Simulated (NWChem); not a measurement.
MoNH$_{2}$O$_{2}$Cl; SMILES [NH2][Mo](=[O])(=[O])[Cl]

```xyz
7

Mo     0.0659    -0.2443     0.0001
O      0.8813    -0.7394    -1.3725
O      0.8752    -0.7399     1.3761
Cl    -0.1399     2.0296     0.0000
N     -1.6609    -1.0624    -0.0038
H     -2.1308    -1.3878    -0.8462
H     -2.1345    -1.3882     0.8363
```
Atoms are numbered in this order, from 1.

Level: PBE0/def2-SVP with def2 effective core potentials on Mo (NWChem), optimised geometry, unscaled harmonic frequencies. def2 effective core potentials on Mo; no spin-orbit coupling.

Task: List the harmonic frequencies with IR intensities, and the thermochemistry.

Result: 
```
frequency (cm⁻¹)  IR intensity (km/mol)
----------------  ---------------------
164                                 4.8
179                                 1.3
233                                 0.6
245                                 9.3
333                                 2.2
387                                 0.4
426                                38.7
534                               219.5
654                                 7.7
741                                83.2
1046                              215.5
1070                              103.7
1501                               43.7
3570                              160.4
3678                               73.5
```

```json
{
 "zero_point_energy": "21.1 kcal/mol",
 "thermal correction to the enthalpy at 298.15 K (with zero-point energy)": "25.8 kcal/mol",
 "heat capacity Cv": "21.4 cal/(mol K)",
 "entropy at 298.15 K and 1 atm (symmetry number 1)": "81.9 cal/(mol K)"
}
```

Rigid rotor and harmonic oscillator.
